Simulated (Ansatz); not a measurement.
`CSCF` and `FCSC[SiH3]` differ in one atom or group.

Ansatz, PBE0-D4/def2-TZVP geometries, multiplicity 1. Each molecule was computed in one conformer, which needn't be the lowest.

| property | `CSCF` |
| --- | --- |
| HOMO energy (PBE/def2-TZVPP) / eV | -5.69 |
| size of the dipole moment (B3LYP/def2-TZVPP) / D | 1.71 |
| size of the dipole moment (PBE/def2-TZVPP) / D | 1.64 |
| HOMO energy (B3LYP/def2-TZVPP) / eV | -6.71 |
| HOMO–LUMO gap (PBE/def2-TZVPP) / eV | 5.50 |
| HOMO–LUMO gap (B3LYP/def2-TZVPP) / eV | 7.20 |

(1) Give the same properties after the change, and the shifts. (Estimate.)

Answers

(1) The calculation gave: 
| property | `FCSC[SiH3]` | shift |
| --- | --- | --- |
| HOMO energy (PBE/def2-TZVPP) / eV | -5.70 | -0.01 |
| size of the dipole moment (B3LYP/def2-TZVPP) / D | 1.07 | -0.64 |
| size of the dipole moment (PBE/def2-TZVPP) / D | 0.92 | -0.72 |
| HOMO energy (B3LYP/def2-TZVPP) / eV | -6.67 | 0.04 |
| HOMO–LUMO gap (PBE/def2-TZVPP) / eV | 5.04 | -0.46 |
| HOMO–LUMO gap (B3LYP/def2-TZVPP) / eV | 6.67 | -0.53 |

Dipoles are sizes alone; their direction can turn.

B3LYP here is the variant with VWN-RPA as its local correlation; programs differ in this.
